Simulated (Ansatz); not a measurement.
Relaxation of H4SeSi (6 atoms, charge 0, multiplicity 1), to a largest force component of 0.015 eV/Å in at most 40 steps.

Level of theory: Ansatz 0.2.0, RKS PBE0/def2-SVP.

```xyz
6
Properties=species:S:1:pos:R:3
Si -0.207 -0.303 -0.449
Se 0.896 -0.278 1.505
H -1.608 0.356 -0.261
H -0.352 -1.626 -0.945
H 0.493 0.515 -1.477
H 1.017 -1.828 1.508
```

Problem. Where does it end, and by what steps?

Solution. The run converged. The force dipped under the threshold on the way, but the program's further checks kept it going. After 14 steps the energy has fallen by 0.222 eV; H6 moved furthest, 0.61 Å.

| step | energy less start (eV) | largest force component (eV/Å) | accepted |
| --- | --- | --- | --- |
| 0 | 0.0000 | 1.941 | yes |
| 1 | -0.1711 | 0.400 | yes |
| 2 | -0.1777 | 0.133 | yes |
| 3 | -0.1819 | 0.011 | yes |
| 4 | -0.1819 | 0.007 | yes |
| 5 | -0.1820 | 0.004 | yes |
| 6 | -0.1820 | 0.005 | yes |
| 7 | -0.1823 | 0.025 | yes |
| 8 | -0.1829 | 0.083 | yes |
| 9 | -0.1838 | 0.138 | yes |
| 10 | -0.1590 | 1.157 | no |
| 11 | -0.1906 | 0.164 | yes |
| 12 | -0.1948 | 0.417 | yes |
| 13 | -0.2122 | 0.112 | yes |
| 14 | -0.2220 | 0.013 | yes |

```xyz
6
Properties=species:S:1:pos:R:3
Si -0.181 -0.320 -0.508
Se 1.268 -0.433 1.256
H -1.548 0.116 -0.093
H -0.285 -1.638 -1.201
H 0.409 0.695 -1.427
H 0.576 -1.585 1.855
```

Whether the end is a true minimum wasn't checked by a vibrational analysis.

Run time: 68 s on 1 thread of Intel(R) Xeon(R) Processor @ 2.50GHz (Skylake/Cascade Lake), with other jobs on the host, peak memory 0.14 GiB.
